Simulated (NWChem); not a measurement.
Species: SnNH2Br, singlet; SMILES [NH2][Sn][Br]

```xyz
5

Sn     0.3264     0.9069     0.0000
Br    -0.0079    -1.6345     0.0000
N     -1.6582     1.2949     0.0000
H     -2.3730     0.5720     0.0000
H     -2.0631     2.2266     0.0000
```
Atoms are numbered in this order, from 1.

Results from NWChem. Low-valent species are run as closed-shell singlets; no triplet was tried in these runs. All runs use the structure optimised with PBE0/def2-SVP. def2 effective core potentials on Sn; no spin-orbit coupling. B3LYP is NWChem's, with the RPA form of VWN correlation. Vertical excitations in the gas phase; the lowest state need not have the same character in each row.

| level | lowest excitation, singlet (eV) | oscillator strength of that lowest state | lowest state with f > 0.02, singlet (eV) | oscillator strength of that bright state | orbital gap (eV) |
|---|---|---|---|---|---|
| PBE/def2-SVP, full TDDFT | 3.65 | 0.007 | 4.09 | 0.026 | 3.39 |
| B3LYP/def2-SVP, full TDDFT | 3.94 | 0.018 | 4.37 | 0.030 | 4.76 |
| BHandHLYP/def2-SVP, full TDDFT | 4.27 | 0.049 | 4.27 | 0.049 | 6.80 |
